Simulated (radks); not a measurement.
Question: These are the eigenvalues of the occupied orbitals of an atom or ion with whole-number occupations (eV). Calculated with a radial shooting solver on a logarithmic mesh with Libxc functionals: scalar-relativistic Kohn-Sham, r2SCAN, spin-polarised, spherical densities, finite nucleus; meta-GGA in the generalised Kohn-Sham scheme; Fermi nuclear charge, rms radius of each element as measured or else 0.836 A^(1/3) + 0.57 fm.

1s down: -85837.55
1s up: -85837.53
2s up: -15437.57
2s down: -15436.77
2p up: -13299.26
2p down: -13298.62
3s up: -3809.802
3s down: -3809.676
3p up: -3191.684
3p down: -3191.494
3d up: -2549.494
3d down: -2548.997
4s up: -972.2076
4s down: -971.5734
4p up: -768.5492
4p down: -768.0027
4d up: -528.4854
4d down: -527.8086
5s up: -277.8200
5s down: -273.7361
4f up: -263.1599
4f down: -262.2269
5p up: -219.6401
5p down: -214.6173
5d up: -149.4339

Which element is it, and in what charge state? The configuration may be excited. Open shells, if any, are filled with parallel spins first.

Answer: Z = 81, thallium, charge +9: Tl9+ in [Xe] 4f14 5d4. The list shows which subshells hold electrons but not how many an open one holds; the 1s level, -3154.5 hartree, gives Z - s = 79.4 by -(Z - s)^2/2, which with screening and relativity narrows Z to a few neighbours, and the depths of the outer levels then fix element, charge and occupations together.
